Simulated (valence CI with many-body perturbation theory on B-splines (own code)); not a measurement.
**Basis-set convergence for Re36+**

Calculated by valence CI with perturbative core correlation (CI+MBPT): three valence electrons over a frozen Dirac-Fock core [Kr], a basis of 7 s, 7 p, 8 d, 6 f, 4 g, 1 h functions for each j, with the one-electron correlation potential Σ1 (screened to all orders), the two-electron term Σ2, the three-electron term Σ3, Breit, model QED; selected single and double excitations, second order for the rest, scaled by the run's own slope (own B-spline code, finite nucleus).

No measured spectrum was set against this ion. As an estimate, large intervals hold to a few tenths of a per cent, small ones and those within an open d or f shell to about a per cent. Only levels of the ground parity were solved; by the run's estimate the other parity begins above the list, which can be wrong where configurations are misplaced.

The reference run has the lowest level (4d3/2^3) J=3/2 and an ionisation energy of 1584.88 eV. Its largest variational space holds 4975 state functions.

Levels are named by their leading jj configuration (3d3/2^4 stands for four electrons in 3d with j = 3/2), which in mixed levels can hold well under half, so a name can repeat and another be missing. Letters in brackets count levels of one name in rising energy.

Changed runs:
A. basis 6 s, 6 p, 5 d, 5 f, 1 g
B. basis 5 s, 5 p, 4 d, 4 f

Excitation energies of the reference run in cm⁻¹, and shifts in cm⁻¹:

| Level | Reference | A | B |
| --- | --- | --- | --- |
| (4d3/2^2 4d5/2) J=5/2 [a] | 132141 | -153 | -457 |
| (4d3/2^2 4d5/2) J=3/2 | 151827 | -96 | -16 |
| (4d3/2^2 4d5/2) J=7/2 | 163884 | -29 | +77 |
| (4d3/2^2 4d5/2) J=9/2 | 166621 | +18 | +288 |
| (4d3/2^2 4d5/2) J=1/2 | 168168 | -60 | +211 |
| (4d3/2^2 4d5/2) J=5/2 [b] | 234438 | +52 | +610 |
| (4d3/2 4d5/2^2) J=7/2 [a] | 294087 | -109 | -244 |
| (4d3/2 4d5/2^2) J=9/2 | 308268 | -102 | -101 |
| (4d3/2 4d5/2^2) J=3/2 [a] | 322203 | -42 | +36 |
| (4d3/2 4d5/2^2) J=1/2 | 331343 | -6.4 | +419 |
| (4d3/2 4d5/2^2) J=5/2 [a] | 337741 | -23 | +341 |
| (4d3/2 4d5/2^2) J=11/2 | 339289 | +22 | +520 |
| Ionisation energy (eV) | 1584.88 | -0.043 | -0.11 |
